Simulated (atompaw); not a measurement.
# Before and after: PAW (atompaw) potential for Mg (Z = 12)

atompaw 4.2.0.5 input, output lines left out:

```
Mg 12
GGA-PBE scalarrelativistic loggrid 1500 logderivrange -6 5 276
3 3 0 0 0 0
3 0 1
3 1 0
0 0 0
c
c
v
v
v
1
1.65 1.35 1.25 1.15
y
2.2
n
n
bloechl sinc
bessel
```

Change: all radii scaled by about 1.23 (s 2.04, p 0.86 bohr); local potential bessel scheme, radius 1.54 bohr; augmentation sinc compensation charge, radius 1.68 bohr; PAW radius 2.04 bohr; waves and projectors: bloechl; core correction smooth core density matched at 1.42 bohr.

Cutoffs: the cutoffs (Ry, on a coarse ladder) from which the occupation-weighted sum of valence levels, in a spherical-Bessel basis at the reference potential, stays within 10 and 1 mRy of its value at 400 Ry; they do not see the model core or the augmentation charge, which bear on the density cutoff.

**Question.** What does the change do?

**Answer.** The potential gets softer (55 Ry and 80 Ry → 40 Ry and 50 Ry); both files keep a bound ghost (s). A larger radius leaves more room for a smooth pseudo-wave, so fewer plane waves are needed.

```tsv
quantity	base	changed
cutoff, loose	55 Ry	40 Ry
cutoff, tight	80 Ry	50 Ry
loose cutoff by channel (10 mRy a level)	s 30 Ry, p 45 Ry	s 6 Ry, p 30 Ry
bound ghosts	s	s
lowest overlap eigenvalue by channel	s 0.05, p 0.98	s 0.07, p 0.93
```

 A true bound ghost makes a file unfit for plane-wave use even where its test errors are small: the radial tests pick states by their node count and pass the ghost by. The cutoffs see the waves, projectors and local potential, not the compensation charge or the core.
